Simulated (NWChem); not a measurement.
System: C3H6OSi; SMILES C#CCO[SiH3]

Here is an NWChem input.

```
start job
memory heap 200 mb stack 900 mb global 1100 mb
geometry units angstroms noautoz
  C      0.344645     3.085234     0.000000
  C     -0.084170     1.953890     0.000000
  C     -0.630004     0.598659     0.000000
  O      0.392368    -0.360409     0.000000
  Si     0.124241    -2.007209     0.000000
  H      0.731695     4.087562     0.000000
  H     -1.284176     0.485544     0.887849
  H     -1.284176     0.485544    -0.887849
  H      1.465002    -2.647391     0.000000
  H     -0.651478    -2.416792     1.213138
  H     -0.651478    -2.416792    -1.213138
end
basis spherical
  * library def2-tzvp
end
dft
  xc becke88 lyp
  iterations 150
  semidirect filesize 400000000
  mulliken
end
task dft energy
```

Geometry: optimised at PBE0/def2-SVP.

Predict the main results of this run. (BLYP/def2-TZVP.) Quantities: energy (Ha); highest occupied level (eV); orbital gap (eV); dipole (D).


| Quantity | Result |
|---|---|
| energy (Ha) | -482.61 |
| highest occupied level (eV) | -6.38 |
| orbital gap (eV) | 5.41 |
| dipole (D) | 0.99 |
